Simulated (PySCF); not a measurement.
Start geometry of `[CH3][GeH2][C](C)=S` from a GFN2-xTB structure with every atom displaced at random (by about 0.01 Å) (Å):
```
atom  x, y, z in Å
C1    -2.1351   -0.5342    0.7147
Ge2   -0.7814    0.2918   -0.4263
C3     1.0090   -0.2055    0.2031
C4     2.2431    0.3784   -0.4784
S5     1.1912   -1.2344    1.4501
H6    -3.1557   -0.2206    0.3792
H7    -2.0170   -0.1911    1.7421
H8    -2.0604   -1.5872    0.6750
H9    -0.8512    1.8078   -0.4395
H10   -0.8898   -0.1433   -1.8529
H11    3.1352   -0.0063   -0.0557
H12    2.1630    0.1540   -1.5358
H13    2.1548    1.4737   -0.3859
```

Problem. What comes out of this run: PBE0-D3(BJ)/def2-SVP geometry optimisation, gas phase in PySCF 2.14.0?

Solution. 
```
atom  x, y, z in Å
C1    -2.2264   -0.3207    0.5270
Ge2   -0.7084    0.3856   -0.4542
C3     0.9792   -0.3029    0.3189
C4     2.2552    0.1302   -0.3245
S5     0.9271   -1.2951    1.6056
H6    -3.1699   -0.0078    0.0571
H7    -2.2021    0.0421    1.5639
H8    -2.1744   -1.4179    0.5471
H9    -0.6507    1.9294   -0.3970
H10   -0.7434   -0.0268   -1.9439
H11    3.1318   -0.3182    0.1642
H12    2.2505   -0.1390   -1.3953
H13    2.3381    1.2309   -0.2896
```

The energy falls by 15.2 kJ/mol over 6 energy and gradient evaluations, the largest force component goes from 0.0493 to 2.7e-04 Eh/bohr, and the atoms move by 0.074 Å rms after alignment. The bond that changes most is Ge2–H10 (ends: germanium bonded to 2 C and 2 H; Ge–H hydrogen), which lengthens by 0.051 Å. Bonds longer at the end by more than 0.005 Å: 7 of 12; shorter: 3. Among the angles that change most is H11–C4–H13, from 113.2° to 109.4°. Rotational constants go from 3680, 1749, 1221 to 3652, 1765, 1226 MHz. The orientation of the end geometry is arbitrary; only internal coordinates are fixed.

The run used 132 basis functions and 43 SCF cycles in all.

Not checked by PBE0-D3(BJ)/def2-SVP frequencies. One conformer, not necessarily the lowest.
